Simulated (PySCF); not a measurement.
**A small calculation by hand: entropy of an ideal gas**

HfO₃, SMILES [O]1[O][Hf]1=[O], multiplicity 1.

The structure is a stationary point at PBE-D3(BJ)/def2-TZVP. The multiplicity is an assumed one; other spin states were not compared. The def2 effective core potentials stand for the cores of Hf; spin–orbit coupling is left out.

PySCF with PBE-D3(BJ)/def2-TZVP gives the harmonic wavenumbers 171, 218, 556, 609, 806, 869 cm⁻¹ and the rotational temperatures 0.4778, 0.1878, 0.1699 K. The molar mass is 226.49 g/mol, the symmetry number 1, the spin multiplicity 1.

Work out the entropy at 298.15 K and 1 atm in the rigid-rotor, harmonic-oscillator model.


Translation (Sackur–Tetrode at 1 atm): S = R[1.5 ln M + 2.5 ln T − 1.16487] = 176.4 J/(mol K).
Rotation: q = (√π/σ) T^1.5/√(θA θB θC) = 73900, S = R[ln q + 3/2] = 105.7 J/(mol K).
Vibration: with u = 1.4388 ν/T, each mode gives R[u/(e^u − 1) − ln(1 − e^−u)]:
| ν (cm⁻¹) | modes | u | S (J/(mol K)) |
|---|---|---|---|
| 171 | 1 | 0.83 | 10.14 |
| 218 | 1 | 1.05 | 8.27 |
| 556 | 1 | 2.68 | 2.23 |
| 609 | 1 | 2.94 | 1.82 |
| 806 | 1 | 3.89 | 0.85 |
| 869 | 1 | 4.19 | 0.66 |
These are all the modes. Sum 24.0 J/(mol K).
Spin: R ln 1 = 0.0 J/(mol K).
Total 306.0 J/(mol K); the program's own thermochemistry gives 306.0. Translation makes up 58 % and vibration 8 %. Anharmonicity, hindered rotation and orbital degeneracy are left out.
